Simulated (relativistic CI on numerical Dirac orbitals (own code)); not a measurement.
# Calculated levels, Ga+

These numbers are calculated, not measured: Dirac-Coulomb-Breit CI, separate exchange-only KLI orbitals for each configuration, model QED (radiative potential, 1s self-energy scaled to tabulated hydrogen-like ionisation energies), valence Slater integrals scaled by 0.85, configuration energies shifted to the measured levels that pair with them (semi-empirical) (own radial code, finite nucleus).

Configuration list (outside the closed core [Ar]): 3d10.4s2, 3d10.4s.4p, 3d10.4s.5s, 3d10.4p2, 3d10.4s.4d, 3d10.4s.5p, 3d10.4d2, 3d10.4s.6s, 3d10.4s.4f, 3d10.4s.5d, 3d10.4p.4d, 3d10.4s.6p, 3d10.4s.5g, 3d10.4s.5f, 3d10.4s.6d, 3d10.4s.6f, 3d9.4s2.4p, 3d10.4p.5s, 3d9.4s.4p2. Levels of other configurations are missing.

```tsv
No.	Configuration	Term	J	E (cm⁻¹)	%	Next component (%)	jj configuration (%)
1	3d10.4s2	1S	0	0.0	96	3 3d10.4p2 1S	closed (96)
2	3d10.4s.4p	3P°	0	47389.0	100		4s 4p1/2 (100)
3	3d10.4s.4p	3P°	1	47792.5	99		4s 4p1/2 (68)
4	3d10.4s.4p	3P°	2	48627.9	99		4s 4p3/2 (99)
5	3d10.4s.4p	1P°	1	72083.6	95	2 3d10.4s.5p 1P°	4s 4p3/2 (65)
6	3d10.4s.5s	3S	1	102661.7	100		4s 5s (100)
7	3d10.4s.5s	1S	0	106945.0	99	1 3d10.4s.6s 1S	4s 5s (99)
8	3d10.4s.4d	1D	2	107033.7	56	42 3d10.4p2 1D	4s 4d5/2 (34)
9	3d10.4p2‡	3P	0	113467.5	99		4p1/2^2 (70)
10	3d10.4s.4d	3D	1	113815.9	89	11 3d10.4p2 3P	4s 4d3/2 (89)
11	3d10.4s.4d	3D	2	113845.1	100		4s 4d3/2 (60)
12	3d10.4s.4d	3D	3	113878.2	100		4s 4d5/2 (100)
13	3d10.4p2‡	3P	1	113914.8	88	11 3d10.4s.4d 3D	4p1/2 4p3/2 (88)
14	3d10.4p2‡	3P	2	114716.5	99	1 3d9.4s.4p2 3P	4p3/2^2 (67)
15	3d10.4s.5p	3P°	0	118430.0	99		4s 5p1/2 (99)
16	3d10.4s.5p	3P°	1	118519.1	99		4s 5p1/2 (70)
17	3d10.4s.5p	3P°	2	118715.3	99		4s 5p3/2 (99)
18	3d10.4s.5p	1P°	1	121636.5	95	2 3d10.4s.4p 1P°	4s 5p3/2 (68)
19	3d10.4p2‡	1D	2	126679.0	39	38 3d10.4s.4d 1D	4p1/2 4p3/2 (24)
20	3d10.4s.6s‡	3S	1	133271.6	100		4s 6s (100)
21	3d10.4s.6s‡	1S	0	134571.3	82	17 3d10.4p2 1S	4s 6s (82)
22	3d10.4p2‡	1S	0	136452.5	78	18 3d10.4s.6s 1S	4p3/2^2 (55)
23	3d10.4s.5d‡	3D	1	137091.9	100		4s 5d3/2 (100)
24	3d10.4s.5d‡	3D	2	137100.7	100		4s 5d3/2 (60)
25	3d10.4s.5d‡	3D	3	137114.0	100		4s 5d5/2 (100)
26	3d10.4s.4f‡	3F°	2	139248.5	99	1 3d10.4p.4d 3F°	4s 4f5/2 (99)
27	3d10.4s.4f‡	3F°	3	139250.2	76	23 1F°	4s 4f7/2 (87)
28	3d10.4s.4f‡	3F°	4	139259.7	99	1 3d10.4p.4d 3F°	4s 4f7/2 (99)
29	3d10.4s.4f‡	1F°	3	139263.4	76	23 3F°	4s 4f5/2 (87)
30	3d10.4s.6p‡	3P°	0	139284.5	100		4s 6p1/2 (100)
31	3d10.4s.6p‡	3P°	1	139321.9	99		4s 6p1/2 (73)
32	3d10.4s.6p‡	3P°	2	139408.0	100		4s 6p3/2 (100)
33	3d10.4s.6p‡	1P°	1	140162.2	97	2 3d10.4p.5s 1P°	4s 6p3/2 (71)
34	3d10.4s.5d‡	1D	2	141071.5	74	11 3d10.4p2 1D	4s 5d5/2 (45)
35	3d10.4s.6d‡	3D	1	147780.7	100		4s 6d3/2 (100)
36	3d10.4s.6d‡	3D	2	147785.2	100		4s 6d3/2 (60)
37	3d10.4s.6d‡	3D	3	147792.0	100		4s 6d5/2 (100)
38	3d10.4s.5f‡	3F°	2	149252.5	99	1 3d10.4p.4d 3F°	4s 5f5/2 (99)
39	3d10.4s.5f‡	3F°	3	149255.2	89	10 1F°	4s 5f7/2 (74)
40	3d10.4s.5f‡	3F°	4	149262.3	99	1 3d10.4p.4d 3F°	4s 5f7/2 (99)
41	3d10.4s.5f‡	1F°	3	149270.2	89	10 3F°	4s 5f5/2 (74)
42	3d10.4s.5g‡	3G	4	149498.3	100		4s 5g7/2 (61)
43	3d10.4s.5g‡	3G	5	149498.4	100		4s 5g9/2 (100)
44	3d10.4s.5g‡	3G	3	149498.4	100		4s 5g7/2 (100)
45	3d10.4s.5g‡	1G	4	149498.9	100		4s 5g9/2 (61)
46	3d10.4s.6d‡	1D	2	150066.4	86	7 3d10.4p2 1D	4s 6d5/2 (52)
47	3d10.4s.6f‡	3F°	2	154699.0	99	1 3d10.4p.4d 3F°	4s 6f5/2 (99)
48	3d10.4s.6f‡	3F°	3	154701.5	93	6 1F°	4s 6f7/2 (67)
49	3d10.4s.6f‡	3F°	4	154707.0	99	1 3d10.4p.4d 3F°	4s 6f7/2 (99)
50	3d10.4s.6f‡	1F°	3	154716.4	93	6 3F°	4s 6f5/2 (67)
51	3d9.4s2.4p‡	3P°	2	165017.1	96	3 3D°	3d5/2^5 4p1/2 (64)
```

Energies count from the lowest computed level; ° marks odd parity. Filled j subshells are mostly left out of the jj labels. ‡ marks configurations that were not tied to measured data.

The mean weight of the leading LS term, summed over parents, in these 51 levels is 94 %, and that of the leading jj configuration (from the same eigenvectors) 81 %, so LS coupling describes them better.

Configurations whose levels could be paired with our table of measured levels were shifted onto them, all but the ground configuration, by the median error of their levels; single terms can still be off by 1,000 to 2,000 cm⁻¹ or more, and rates follow the energies as ν³ (E1, M1) or ν⁵ (E2). The others borrow a shift and can be off by several thousand cm⁻¹ or more. The fine structure of a lone outer electron comes out too small, for d and f at times inverted, and misplaced configurations move strength between like terms. 12 of the 13 excited levels that our extract of the measured tables holds in this range could be paired (the sources list more); they are missed by 178 cm⁻¹ on average and 1382 at most, after the shifts were fitted to these levels, and levels without a partner can miss by more.

LS names give the leading component of a level, which can be under half, so a name can repeat, a term be missing and a line seem to break the LS rules.
